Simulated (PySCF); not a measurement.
# A small calculation by hand: dipole moment from atomic charges

C₂H₃O₃, SMILES COC([O])=O, multiplicity 2. Atoms are numbered in the order given.

```xyz
8

C     -0.0413     1.8107     0.0000
O      0.6873     0.5729     0.0000
C      0.0104    -0.5594     0.0000
O      0.6438    -1.6490     0.0000
O     -1.2292    -0.6599     0.0000
H     -1.1248     1.6335     0.0000
H      0.2473     2.3730     0.8986
H      0.2473     2.3730    -0.8986
```
Charge 0, spin multiplicity 2.

The structure is a stationary point at B3LYP-D3(BJ)/def2-SVP. A frequency run showed that this geometry is not a minimum. The isomer is the one that the SMILES or the coordinates give; other isomers of the formula were not compared.

Charges (e) from ωB97X/def2-TZVP in PySCF:

```csv
atom,Mulliken,ESP fit
C1,-0.185,-0.303
O2,-0.251,-0.240
C3,0.525,0.776
O4,-0.208,-0.322
O5,-0.312,-0.407
H6,0.153,0.167
H7,0.139,0.164
H8,0.139,0.164
```

The dipole moment of the full density is 3.45 D.

Task: What dipole moment does each set of point charges give, and which comes closer to that of the density?

Result: 
μ = Σ q r, and 1 e Å = 4.8032 D.
Mulliken: Σ q r = (-0.013, 0.686, 0.000) e Å, |μ| = 3.30 D.
ESP fit: Σ q r = (0.042, 0.730, 0.000) e Å, |μ| = 3.51 D.
ESP fit comes closer in size. Point charges leave out the atoms' own dipoles (lone pairs, polarised bonds); fits to the potential absorb them, partitions of the density don't.
